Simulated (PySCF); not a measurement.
**Pm⁺: ionisation energy**

Pm⁺ [Xe] 4f5 6s1 [4f5/2^5 6s1/2^1, M_J = 2] → Pm²⁺ [Xe] 4f5 [4f5/2^5, M_J = 5/2], as a difference of total energies. Computed with PySCF 2.14 in x2c-TZVPPall-2c (11s11p10d4f2g, 140 functions), with the two-component X2C-1e Hamiltonian. Correlated levels: [Ar] 3d10 frozen; the 18 highest virtual spinors dropped. "Screened" scales the spin-orbit matrix elements by Boettger's factors to mimic the two-electron term; Breit and QED terms are absent.

```json
{"method": "GHF (spin-free)", "ionisation energy (eV)": "10.182", "difference from reference (eV)": "-0.756"}
{"method": "GMP2 (spin-free)", "ionisation energy (eV)": "10.985", "difference from reference (eV)": "+0.047"}
{"method": "GHF (screened spin-orbit)", "ionisation energy (eV)": "10.184", "difference from reference (eV)": "-0.754"}
{"method": "GMP2 (screened spin-orbit)", "ionisation energy (eV)": "10.984", "difference from reference (eV)": "+0.046"}
```

Reference: 10.938 ± 0.02 eV (semi-empirical (NIST evaluation); NIST Atomic Spectra Database, ionization energies).

The spin-free rows relax to the high-spin LS determinant and lack the spin-orbit shift.

The labels give the starting determinants; with spin-orbit coupling the two ends relaxed to ⟨J²⟩ = 11.43, ⟨L²⟩ = 29.88, ⟨S²⟩ = 11.94 and ⟨J²⟩ = 13.17, ⟨L²⟩ = 29.87, ⟨S²⟩ = 8.71.

The determinant of Pm⁺ and of Pm²⁺ mixes levels of different J (the jj label is only the starting occupation), so the difference between spin-free and spin-orbit rows is not the physical spin-orbit shift.
